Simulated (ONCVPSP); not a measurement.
Which change was made? (Mn, ONCV)

```json
{
  "Element": "manganese",
  "Generator": "ONCVPSP 4.0.1",
  "Type": "optimised norm-conserving Vanderbilt (ONCV)",
  "Functional": "LDA (Perdew-Wang 92)",
  "Relativity": "scalar-relativistic",
  "Frozen core": "[Ne]",
  "Valence charge": "15",
  "Reference configuration": "3s2 3p6 3d5 4s1 (charge +1)",
  "Partial waves": "3s+4s: rc 1.65 bohr, ncon 4, nbas 9, qcut 7.8 1/bohr, 2 projectors; 3p: rc 1.05 bohr, ncon 5, nbas 10, qcut 16.1 1/bohr, 2 projectors, debl 0.9 Ha; 3d: rc 1.75 bohr, ncon 4, nbas 9, qcut 8.6 1/bohr, 3 projectors, debl 2.4 Ha",
  "Local potential": "polynomial inside 0.80 bohr (lpopt 3, dvloc0 3 Ha)",
  "Core correction": "Teter function, fcfact 4.75, rcfact 1.8"
}
```

In the p channel the program set the typed energies aside and used -2.308, 0.250 Ha.

Cutoffs, loose and tight: the cutoffs (Ha) at which the residual kinetic energy of the hardest occupied pseudo-wave falls to 1 and 0.1 mHa per electron. They do not see the model core or the augmentation charge, which bear on the density cutoff. Test errors are all-electron minus pseudo excitation energies from the reference, over the configurations 3s2 3p6 3d5 4s2; 3s2 3p6 3d5 4s0; 3s2 3p6 3d4 4s0; 3s2 3p6 3d3 4s0; variants that change the core or the reference have their own tests.

The base gives: outcome: generated, projector energies reset by the program; cutoff, loose: 72 Ha; cutoff, tight: 90 Ha; bound ghosts: none; GHOST(+) flags above zero: none; largest test error (meV): +661.

Task: After one change the result is: outcome: generated, projector energies reset by the program; cutoff, loose: 99 Ha; cutoff, tight: 121 Ha; bound ghosts: none; GHOST(+) flags above zero: none; largest test error (meV): +465. Which change was it?
A. d: qcut 6.7
B. s: qcut 9.4; p: qcut 19.3; d: qcut 10.3
C. reference 3s2 3p6 3d5 4s2

Result: B. The others give: d: qcut 6.7 → outcome: generated, projector energies reset by the program; cutoff, loose: 72 Ha; cutoff, tight: 99 Ha; bound ghosts: none; GHOST(+) flags above zero: d; largest test error (meV): +1059 | reference 3s2 3p6 3d5 4s2 → outcome: generated, projector energies reset by the program; cutoff, loose: 72 Ha; cutoff, tight: 90 Ha; bound ghosts: none; GHOST(+) flags above zero: none; largest test error (meV): +93.
